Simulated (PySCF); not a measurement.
**CoHF + HF → CoH₂ + F₂**

Level: PBE0 in the def2-TZVP basis family, all electrons, no relativity, computed in PySCF with density fitting; open shells unrestricted.

| species | state and structure | ZPE (kJ/mol) | H(298 K) − H(0) (kJ/mol) | S° (J/(mol K)) |
| --- | --- | --- | --- | --- |
| CoHF | quartet, Cs, Co–F 1.770 Å, Co–H 1.568 Å; F–Co–H 161.5° | 16.4 | 11.7 | 259.7 |
| HF | singlet, C∞v, H–F 0.920 Å | 24.9 | 8.7 | 173.6 |
| CoH₂ | quartet, D∞h, Co–H 1.603 Å (×2) | 27.4 | 9.8 | 213.7 |
| F₂ | singlet, D∞h, F–F 1.376 Å | 6.6 | 8.7 | 201.9 |

Problem. Is the gas-phase reaction uphill or downhill in electronic energy at this level, and by how much?

Solution. At PBE0/def2-TZVP, ΔE = 645.3 kJ/mol, uphill. 

Problem. Add zero-point, thermal and entropy terms for 298.15 K and 1 bar.

Solution. ΔZPE = -7.3 and Δ[H(298) − H(0)] = -1.9 kJ/mol give ΔH° = 636.1 kJ/mol. ΔS° = -17.7 J/(mol K), so ΔG° = 636.1 − 298.15 × (-0.0177) = 641 kJ/mol.

Open d or f shells are single determinants, so the state found may not be the ground state. Each species is the lowest minimum found with this bonding; other isomers or fragments can lie lower.
